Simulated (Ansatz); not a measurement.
The pair A = GaH3 (SMILES [GaH3]) (first 4 atoms), B = NH3 (SMILES N); geometry from B3LYP-D3(BJ)/def2-TZVP.
(charge 0, multiplicity 1):
```xyz
8

Ga     0.47029    -0.36794     0.77091
H      0.08717    -1.90124     0.83918
H     -0.28103     0.54111    -0.28343
H      1.92853     0.05567     1.21425
N     -0.59425     0.29204     2.55530
H     -1.58758     0.10580     2.46808
H     -0.25006    -0.19355     3.37672
H     -0.46835     1.28839     2.69822
```

Correlated levels freeze the cores. Filled d and f shells under p-block atoms count as core. MP2 and its Hartree–Fock in aug-cc-pVQZ are density fitted.

The values were computed with Ansatz (an electronic-structure program). 

The counterpoise-corrected interaction energy is E(AB) − E(A in the pair's basis) − E(B in the pair's basis). Total energies (hartree):

```tsv
level	AB	A in the pair's basis	B in the pair's basis
HF/aug-cc-pVTZ	-1981.2516120	-1924.9962492	-56.2201935
MP2/aug-cc-pVTZ	-1981.5921637	-1925.0910250	-56.4608455
HF/aug-cc-pVQZ	-1981.2589281	-1924.9998259	-56.2237962
MP2/aug-cc-pVQZ	-1981.6179688	-1925.0992164	-56.4777590
CCSD(T)/aug-cc-pVTZ	-1981.6355929	-1925.1149418	-56.4807965
```

Q: Work out the counterpoise-corrected interaction energy at the basis-set limit: extrapolate the MP2 correlation part as X⁻³, take Hartree–Fock from the larger set, and add the CCSD(T) − MP2 difference of aug-cc-pVTZ.

A: 
1. Differences (1 hartree = 627.509 kcal/mol): HF/aug-cc-pVTZ -22.069; MP2/aug-cc-pVTZ -25.284; HF/aug-cc-pVQZ -22.155; MP2/aug-cc-pVQZ -25.724; CCSD(T)/aug-cc-pVTZ -25.009.
2. Correlation parts, MP2 less HF: -3.215 in aug-cc-pVTZ (X = 3), -3.569 in aug-cc-pVQZ (X = 4).
3. Limit (4³·(-3.569) − 3³·(-3.215))/(4³ − 3³) = -3.827; with HF/aug-cc-pVQZ it gives -25.982.
4. CCSD(T) less MP2 in aug-cc-pVTZ: 0.275.
Result: -25.71 kcal/mol, against -25.28 at MP2/aug-cc-pVTZ. It is an estimate of this method's limit, not of the exact value.
